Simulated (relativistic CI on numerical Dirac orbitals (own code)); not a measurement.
Cr+: L2,3 absorption edge

Computed with this model: Dirac-Coulomb-Breit CI, orbitals from a KLI potential per configuration, model QED (radiative potential, 1s self-energy scaled to tabulated hydrogen-like ionisation energies), multiplet model of core-to-valence dipole absorption, unscaled Slater integrals; configurations [Ar] 3d5 → [He] 2s2 2p5 3s2 3p6 3d6; 300 K; Lorentzian 0.4 eV and Gaussian 0.3 eV FWHM. Energies are those of the free ion, without screening or charge transfer. The branching ratio is the share of the lower-energy edge in the whole absorption, uncertain by about 0.02 where the edges overlap. S is read from ⟨S²⟩ = S(S + 1).

Field parameters in Wybourne normalisation: Oh B⁴₀ = 21Dq, B⁴₄ = √(5/14) B⁴₀. The field is a parameter set, without covalency.

Computed curve for free ion, scaled to 100 at the maximum (points under 2 are left out and the grid is thinned):

(Energy (eV), Intensity): (573.9, 2.1), (574.1, 2.6), (574.3, 3.3), (574.5, 4.5), (574.7, 6.6), (574.9, 11.0), (575.1, 19.6), (575.3, 31.4), (575.5, 48.3), (575.7, 77.2), (575.9, 100.0), (576.1, 81.2), (576.3, 47.0), (576.5, 27.2), (576.7, 22.7), (576.9, 31.4), (577.1, 41.6), (577.3, 34.9), (577.5, 23.1), (577.7, 15.8), (577.9, 10.2), (578.1, 6.7), (578.3, 5.1), (578.5, 4.5), (578.7, 4.2), (578.9, 4.3), (579.1, 5.1), (579.3, 7.5), (579.5, 12.2), (579.7, 15.0), (579.8, 13.3), (580.0, 7.9), (580.2, 5.6), (580.4, 5.3), (580.6, 4.1), (580.8, 2.6), (581.7, 2.1), (581.9, 2.8), (582.1, 2.9), (582.3, 2.6), (582.5, 2.5), (583.7, 2.2), (583.9, 3.6), (584.1, 6.7), (584.3, 12.0), (584.5, 15.7), (584.7, 16.2), (584.9, 13.8), (585.1, 8.3), (585.3, 5.3), (585.5, 5.3), (585.7, 6.7), (585.9, 9.1), (586.1, 15.6), (586.3, 24.3), (586.5, 22.9), (586.7, 12.5), (586.9, 6.1), (587.1, 3.5), (587.3, 2.2)

The ground state has S = 2.50, and the centroid lies at 578.60 eV.
